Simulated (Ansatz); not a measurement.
`CC[SiH2]N` → `CC` + `N[SiH]`  (silylene formation by 1,1-elimination)

Calculated with Ansatz (gas phase, PBE0-D4/def2-TZVP geometries, no zero-point term in ΔE). CBS: MP2 limit from def2 TZ/QZ plus the TZ coupled-cluster correction, frozen cores. This one scheme is used for every species. DFT in def2-TZVPP. HSE06 is defined as in plane-wave codes. Each species was taken in one conformer, which may not be the lowest.

```json
{"level": "PBE-D4", "ΔE (kcal/mol)": "33.3", "difference from CCSD(T)/CBS": "-1.9"}
{"level": "revPBE-D4", "ΔE (kcal/mol)": "32.9", "difference from CCSD(T)/CBS": "-2.3"}
{"level": "BLYP-D4", "ΔE (kcal/mol)": "29.4", "difference from CCSD(T)/CBS": "-5.8"}
{"level": "r2SCAN-D4", "ΔE (kcal/mol)": "37.6", "difference from CCSD(T)/CBS": "2.4"}
{"level": "r2SCANh-D4", "ΔE (kcal/mol)": "38.2", "difference from CCSD(T)/CBS": "3.0"}
{"level": "CAM-B3LYP-D4", "ΔE (kcal/mol)": "34.9", "difference from CCSD(T)/CBS": "-0.3"}
{"level": "ωB97X-V", "ΔE (kcal/mol)": "37.2", "difference from CCSD(T)/CBS": "2.0"}
{"level": "PBE", "ΔE (kcal/mol)": "31.1", "difference from CCSD(T)/CBS": "-4.1"}
{"level": "revPBE", "ΔE (kcal/mol)": "27.5", "difference from CCSD(T)/CBS": "-7.7"}
{"level": "r2SCANh", "ΔE (kcal/mol)": "37.5", "difference from CCSD(T)/CBS": "2.3"}
{"level": "HSE06", "ΔE (kcal/mol)": "34.7", "difference from CCSD(T)/CBS": "-0.5"}
{"level": "LC-ωPBE", "ΔE (kcal/mol)": "38.5", "difference from CCSD(T)/CBS": "3.3"}
{"level": "SCS-MP2/def2-TZVPP", "ΔE (kcal/mol)": "35.1", "difference from CCSD(T)/CBS": "-0.1"}
{"level": "MP2/def2-QZVPP", "ΔE (kcal/mol)": "38.5", "difference from CCSD(T)/CBS": "3.3"}
{"level": "SCS-MP2/def2-QZVPP", "ΔE (kcal/mol)": "36.1", "difference from CCSD(T)/CBS": "0.9"}
{"level": "CCSD/CBS(def2)", "ΔE (kcal/mol)": "34.9", "difference from CCSD(T)/CBS": "-0.3"}
{"level": "CCSD(T)/CBS", "ΔE (kcal/mol)": "35.2", "difference from CCSD(T)/CBS": "0"}
```

Largest T1 diagnostic among the species: 0.015.

The D4 term adds +3.5 kcal/mol with B3LYP and +1.9 kcal/mol with PBE0; it sums over pairs of atoms, weighted by their polarisabilities, and B3LYP, whose exchange is more repulsive, gets the larger term. From PBE to PBE0 (25 % exact exchange), in def2-TZVPP and without D4, ΔE moves by +3.6 kcal/mol. In def2-TZVPP, CCSD(T) changes the Hartree–Fock value by +1.6 kcal/mol (the triples alone add +0.3 kcal/mol) and MP2 by +5.5 kcal/mol.

B3LYP here is the variant with VWN-RPA as its local correlation; programs differ in this.
